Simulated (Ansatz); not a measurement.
Basis sets compared for the cluster B₇H₁₃. The state is a singlet with charge 0. Geometry B3LYP-D4/def2-SVP. Ansatz on 4 threads of Arm Neoverse V1 on a shared host; times are rough, and most runs start from earlier orbitals.

```
atom   x (Å)   y (Å)   z (Å)
  B1  -0.345   0.003  -1.287
  B2   0.331   0.714   1.477
  B3   0.410   1.237  -0.232
  B4  -1.081  -1.233  -0.086
  B5  -1.052   0.416   0.493
  B6  -0.465  -0.843   1.544
  B7   1.413   0.339  -1.464
  H8  -0.946  -1.308   2.534
  H9   1.811   1.115  -2.295
 H10  -2.086  -1.874  -0.190
 H11   0.440   1.396   2.453
 H12   0.684  -0.442  -2.173
 H13   0.334   2.426  -0.363
 H14  -2.080   1.006   0.659
 H15   0.818  -0.539   1.763
 H16  -0.386  -1.412  -1.125
 H17   2.194  -0.408  -0.919
 H18  -1.150   0.343  -2.111
 H19  -0.201  -1.876   0.684
 H20   1.358   0.939   0.637
```

The structure comes from a short search, and lower isomers may exist.

Binding counts from free atoms (B doublet, H doublet) in the same basis, without a counterpoise term.

| level | functions | energy (Eh) | HOMO (eV) | LUMO (eV) | binding per atom (eV) | wall time |
| --- | --- | --- | --- | --- | --- | --- |
| PBE-D4/def2-SVP | 163 | -181.3151 | -6.74 | -2.65 | 3.76 | 2 s |
| PBE0-D4/def2-SVP | 163 | -181.3819 | -7.77 | -1.81 | 3.75 | 2.7 s |

Question: Estimate the rows for PBE-D4/def2-TZVP (with forces), PBE0-D4/def2-TZVP.

Answer: 
```csv
level,functions,energy (Eh),HOMO (eV),LUMO (eV),binding per atom (eV),wall time
PBE-D4/def2-TZVP (with forces),295,-181.5059,-6.81,-2.72,3.73,5.5 s
PBE0-D4/def2-TZVP,295,-181.5645,-7.79,-1.85,3.70,7.5 s
```
